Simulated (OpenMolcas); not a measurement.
O+: effect of correlating more closed shells

- Program: OpenMolcas 26.06
- Basis: ANO-RCC-VTZP [4s3p2d1f]
- Scalar Hamiltonian: DKH2, point nucleus
- Active space: 3 electrons in 3 orbitals (2p)
- State averaging: 2S+1 = 4 odd, 1 root; 2S+1 = 2 odd, 8 roots
- Spin-orbit coupling: RASSI with atomic mean-field integrals over the reference wave functions, term energies averaged over their components

Methods on the same reference wave functions:
A. CASSCF
B. SS-CASPT2, IPEA 0.25 Eh, imaginary shift 0.1 Eh (closed shells correlated: 2s)
C. SS-CASPT2, IPEA 0.25 Eh, imaginary shift 0.1 Eh (closed shells correlated: 1s 2s)

Energies in cm⁻¹ above 2s² 2p³ ⁴S°_3/2, the measured ground level; measured values from NIST Handbook of Basic Atomic Spectroscopic Data.

```csv
Level,A,B,C,Measured
2s² 2p³ ⁴S°_3/2,0.0,0.0,0.0,0.0
2s² 2p³ ²D°_3/2,30471,27500,27540,26831
2s² 2p³ ²D°_5/2,30473,27500,27540,26811
2s² 2p³ ²P°_1/2,50502,43610,43630,40470
2s² 2p³ ²P°_3/2,50505,43610,43630,40468
```

Deviations, from unrounded energies. A percentage is the sum of absolute deviations over the sum of measured energies, with the sign that they share, or ± where signs differ.

```json
{"Against measurement": "mean absolute deviation (cm-1)", "Levels": "4", "A": "6800", "B": "1900", "C": "1900"}
{"Against measurement": "other terms of the ground configuration (%)", "Levels": "4", "A": "+20.3", "B": "+5.7", "C": "+5.8"}
```

B, C lie about equally close to measurement and A furthest from it. The largest miss of B in the table is 2s² 2p³ ²P°_3/2, by +3100 cm-1. The ranking rests on the paired levels alone, and a cruder setting can come out closer through cancelling errors.

Between B and C the level of the table that moves most is 2s² 2p³ ²D°_5/2, by 39 cm-1 (lowest in B, highest in C). Moves below CASPT2's spread within the term are not significant.

The mean deviations of B to C differ by less than CASPT2's widest spread within a term (150 cm-1), so their order carries little weight.

From A to B the spin-free energies of the other terms of 2s² 2p³ shown, above ⁴S°, scale by factors of 0.86 to 0.90.

The lowest spin-free term lies below A's lowest term by 0.104 hartree in B, 0.109 hartree in C.

What an inner shell adds also hangs on whether the basis holds functions to correlate it.

CASPT2 does not keep the components of a term degenerate, so their means are used; among the terms shown or strongly mixed into the levels shown the widest spread is 150 cm-1 (2s² 2p³ ²D°, C). With the s shell closed, the reference lacks s² → p² mixing. Without dynamic correlation excited terms often stand tens of per cent too high (terms of higher spin than the ground term too low), and those without a measured partner can miss by more than the paired ones (holds for A). Computed and measured levels are paired by configuration, term and J; levels that our copy of the source lacks, or whose pairing is in doubt (as where it misses far off the trend of its configuration), stay unpaired and out of the deviations. Only configurations of the active space appear.

° marks odd parity.
